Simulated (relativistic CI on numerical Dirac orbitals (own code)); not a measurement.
## One change at a time: Gd18+

Base calculation: Dirac-Coulomb-Breit CI, separate exchange-only KLI orbitals for each configuration, model QED (radiative potential, 1s self-energy scaled to tabulated hydrogen-like ionisation energies), unscaled Slater integrals.

Configurations in the expansion (outside the closed core [Ar] 3d10): 4s²4p⁶4d¹⁰, 4s²4p⁶4d⁹4f, 4s²4p⁵4d¹⁰4f, 4s²4p⁶4d⁹5s, 4s²4p⁶4d⁹5p, 4s4p⁶4d¹⁰4f, 4s²4p⁶4d⁹5d, 4s²4p⁵4d¹⁰5s, 4s²4p⁶4d⁹5f, 4s²4p⁶4d⁹6s, 4s²4p⁵4d¹⁰5p, 4s²4p⁶4d⁹6p, 4s²4p⁶4d⁹5g, 4s²4p⁶4d⁹6d, 4s²4p⁵4d¹⁰5d, 4s²4p⁶4d⁹6f, 4s4p⁶4d¹⁰5s, 4s²4p⁶4d⁹7s, 4s²4p⁶4d⁹7p, 4p⁶4d¹⁰4f², 4p⁶4d⁹4f³, 4p⁵4d¹⁰4f³, 4p⁶4d⁹4f²5s, 4p⁶4d⁹4f²5p, 4p⁶4d⁹4f²5d. Double excitations out of closed p, d and f shells are left out; levels of such configurations are missing from the list, as are those of other unlisted configurations, and high levels can miss mixing partners. These lack a partner that the ground configuration has and come out too high: 4s²4p⁵4d¹⁰5s, 4s²4p⁶4d⁹5f, 4s²4p⁶4d⁹6s, 4s²4p⁵4d¹⁰5p, 4s²4p⁶4d⁹6p.

Variants: (1) QED terms removed; (2) non-relativistic limit. Shifts of the energy above 4s²4p⁶4d¹⁰ ¹S0, in cm⁻¹, for the lowest level and the first level of each name with at least 55 % of one term (blank where a level changes its place among those of its configuration and J or its character, or is not in the variant):

```tsv
Level	Base	Δ(1)	Δ(2)
4s²4p⁶4d¹⁰ ¹S0	0	0	0
4s²4p⁶4d⁹4f ³P°0	1120352	+22	+5393
4s²4p⁶4d⁹4f ³P°1	1129102	+3	-3356
4s²4p⁶4d⁹4f ³P°2	1146847	-34	-21102
4s²4p⁶4d⁹4f ³H°6	1161429	-20	-2936
4s²4p⁶4d⁹4f ³H°5	1162405	+14	-3912
4s²4p⁶4d⁹4f ³F°3	1178908	+12	
4s²4p⁶4d⁹4f ³F°4	1188732	-29	-7408
4s²4p⁶4d⁹4f ³G°5	1200174	-28	
4s²4p⁶4d⁹4f ³D°1	1200411	-56	-19220
4s²4p⁶4d⁹4f ³G°3	1245983	-143	-43234
4s²4p⁶4d⁹4f ¹F°3	1264417	-119	-34345
4s²4p⁶4d⁹5s ³D3	1455421	-1638	+165011
4s²4p⁶4d⁹5s ³D1	1509757	-1786	+110675
4s²4p⁶4d⁹4f ¹P°1	1525226	-68	-22367
4s²4p⁶4d⁹5p ³P°2	1688972	-205	+132405
4s²4p⁶4d⁹5p ³F°2	1745702	-345	+88608
4s²4p⁶4d⁹5p ³F°4	1774647	-319	+59664
4s²4p⁶4d⁹5p ¹P°1	1782916	-326	+69352
4s²4p⁶4d⁹5p ¹D°2	1783351	-317	+71119
4s²4p⁶4d⁹5p ³D°3	1791652	-317	
4s²4p⁶4d⁹5p ³P°0	1816654	-471	+4723
```

At this charge energies of transitions that change n are usually good to better than 1 %, and those within a shell (Δn = 0) to a few per cent.

Ionisation energy from the two ground configurations alone: base 565.139 eV. The NIST ASD value (theoretical) is 565 eV.

LS names give the leading component of a level, which can be under half, so a name can repeat, a term be missing and a line seem to break the LS rules.
